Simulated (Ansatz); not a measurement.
Consider the formal exchange of groups at the Si–O bond: `O[Si]1(O)CO1` + `[SnH4]` → `O[Si]1([SnH3])CO1` + H₂O.

Isolated molecules relaxed with PBE0-D4/def2-TZVP in Ansatz; ΔE leaves out vibrations. CBS: MP2 limit from def2 TZ/QZ plus the TZ coupled-cluster correction, frozen cores. This one scheme is used for every species. DFT in def2-TZVPP. def2 core potentials past Kr. For Sn outer-core shells are correlated without core-valence functions, which leaves a few kJ/mol of doubt a bond. One conformer a species, not always the lowest.

CCSD(T)/CBS gives +84.4 kJ/mol.

(1) Another level gave +71.0 kJ/mol. Which?
A. r2SCANh-D4/def2-TZVPP
B. revPBE-D4/def2-TZVPP
C. B97M-V/def2-TZVPP
D. CCSD/def2-TZVPP

Largest T1 diagnostic among the species: 0.014.

Results:

(1) B. revPBE-D4 71.0, B97M-V 106.3, CCSD/def2-TZVPP 98.8, r2SCANh-D4 92.9 kJ/mol.

The D4 term adds −5.4 kJ/mol with B3LYP and −3.3 kJ/mol with PBE0; it sums over pairs of atoms, weighted by their polarisabilities, and B3LYP, whose exchange is more repulsive, gets the larger term. From PBE to PBE0 (25 % exact exchange), in def2-TZVPP and without D4, ΔE moves by +9.6 kJ/mol. Leaving LDA and LC-ωPBE aside and taking each functional with its dispersion term where it has one, the values, not all of them listed here, spread over 37.0 kJ/mol, from PBE-D4 to B97M-V. LDA lies +7.6 kJ/mol from PBE without D4.

B3LYP here is the variant with VWN-RPA as its local correlation; programs differ in this.
